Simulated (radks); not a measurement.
The numbers below are computed, except where a source is named.
Species: Sr. Configuration: [Kr] 5s2 (the NIST ground configuration). Code: a radial shooting solver on a logarithmic mesh with Libxc functionals. Model: scalar-relativistic Kohn-Sham, PBE, spin-polarised, spherical densities, point nucleus.

Unscreened Slater integrals over Kohn-Sham orbitals (cm^-1). They are taken over the spin-up orbitals. Empty in this configuration: 5p.

\begin{tabular}{lr}
integral & value \\ \hline
F0(5s,5s) & 45717 \\
F0(5s,4p) & 58014 \\
G1(5s,4p) & 3794.8 \\
F0(5s,4s) & 58706 \\
G0(5s,4s) & 2202.9 \\
F0(5s,3d) & 61604 \\
G2(5s,3d) & 1100.0 \\
F0(5s,5p) & 38050 \\
G1(5s,5p) & 22794 \\
F0(4p,4p) & 126380 \\
F2(4p,4p) & 66183 \\
F0(4p,4s) & 134910 \\
G1(4p,4s) & 90405 \\
F0(4p,3d) & 164760 \\
F2(4p,3d) & 35368 \\
G1(4p,3d) & 11447 \\
G3(4p,3d) & 10807 \\
F0(4p,5p) & 43641 \\
F2(4p,5p) & 7283.3 \\
G0(4p,5p) & 1443.9 \\
G2(4p,5p) & 1785.7 \\
F0(4s,4s) & 145610 \\
F0(4s,3d) & 185890 \\
G2(4s,3d) & 15307 \\
F0(4s,5p) & 43996 \\
G1(4s,5p) & 2132.5 \\
F0(3d,3d) & 402620 \\
F2(3d,3d) & 195480 \\
F4(3d,3d) & 123570 \\
F0(3d,5p) & 45452 \\
F2(3d,5p) & 2128.9 \\
G1(3d,5p) & 560.24 \\
G3(3d,5p) & 543.26 \\
F0(5p,5p) & 33542 \\
F2(5p,5p) & 17745 \\
\end{tabular}
